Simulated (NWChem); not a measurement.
## Atomisation of Au₂

```
Au
Au 1 2.5464
```
Charge 0, spin multiplicity 1.

Program: NWChem. All single points use one geometry, from PBE/def2-SVP with def2 effective core potentials on Au, a minimum by its harmonic frequencies.

Basis set: def2-TZVP. The atomisation energy is electronic alone: no zero-point, thermal, spin-orbit or counterpoise terms. No value is extrapolated to the basis-set limit. Free atoms are single determinants with multiplicities Au 2.

Effective core potentials replace the inner electrons of Au; spin-orbit coupling is left out. The structure started from a generated list of species. The stability of the SCF solutions was not checked. Open-shell Hartree-Fock references start from PBE0 orbitals.

Q: One of these methods gave an atomisation energy of 16.3 kcal/mol. Which?
A) r2SCAN
B) BHandHLYP
C) PBE0
D) HF

A: D, HF. The others give 45.8 (PBE0), 38.2 (BHandHLYP), 52.2 (r2SCAN).
